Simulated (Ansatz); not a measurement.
The first iterations of a band of Cl4H2NTa + H2 (10 atoms, charge 0, multiplicity 1).

These are results of RKS PBE0-D4/def2-SVP in Ansatz, not measurements.

```yaml
movable_images: 2
climbing_image: no
spring: 5.0 eV/Å²
optimiser: quadratic models (default)
start_path: through a guess of the saddle point
force_threshold: 0.05 eV/Å
iteration_limit: 60
end_points: relaxed
```

Initial state:

```xyz
10
Properties=species:S:1:pos:R:3
Ta -0.040 0.398 0.012
N 1.905 0.354 0.134
H 2.417 0.455 1.006
H 2.516 0.206 -0.664
Cl 0.010 0.722 2.323
Cl 0.283 0.051 -2.272
Cl -1.072 2.425 -0.344
Cl -1.233 -1.563 0.228
H 1.483 -3.106 0.715
H 2.220 -2.922 0.738
```

Final state:

```xyz
10
Properties=species:S:1:pos:R:3
Ta -0.141 -0.405 0.165
N 2.188 -0.083 0.191
H 2.539 -0.146 1.148
H 2.453 0.832 -0.180
Cl 0.016 0.043 2.449
Cl 0.269 -1.324 -1.939
Cl 0.079 1.840 -0.521
Cl -2.317 -1.109 0.257
H 0.742 -1.828 0.665
H 2.662 -0.800 -0.360
```

| iteration | highest image above the first end (eV) | largest band force component (eV/Å) |
| --- | --- | --- |
| 1 | 3.365 | 5.159 |
| 2 | 1.945 | 2.783 |
| 3 | 1.076 | 1.300 |

Question: Does the band converge within its limit, and where does its top end?

Answer: The forces met the threshold. It ended after 11 iterations with the highest image 0.144 eV above the first end. No image climbed, so the highest image needn't sit at the top of the path. A band with more images between the same ends climbed to 0.94 eV, so this one has probably stepped over the top. So few images can step over the top or miss a turn of the path. The orbitals stay closed-shell, which can raise the energy where a bond breaks towards radicals; this wasn't checked here.

Run time: 97 s on 4 threads of Arm Neoverse V2, with other jobs on the host, peak memory 0.41 GiB.
